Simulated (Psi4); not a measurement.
A dimer, F4Si ··· Li+ (SMILES F[Si](F)(F)F and [Li+]) (charge +1); the first 5 atoms form monomer A.

```
6

F     -0.9026    -0.9023    -0.9089
Si     0.0002     0.0002     0.0001
F      0.4261    -0.8045     1.2759
F      1.2789     0.4308    -0.7973
F     -0.8025     1.2759     0.4301
Li    -1.9250    -1.9325    -1.9437
```

### Question
What interaction energy does SAPT0/jun-cc-pVDZ, all electrons correlated run with Psi4 give, and which attractive term is the largest?

### Answer
Total -52.94 kJ/mol: electrostatics -40.19, exchange 29.65, induction -41.66, dispersion -0.74. The most attractive term is induction.
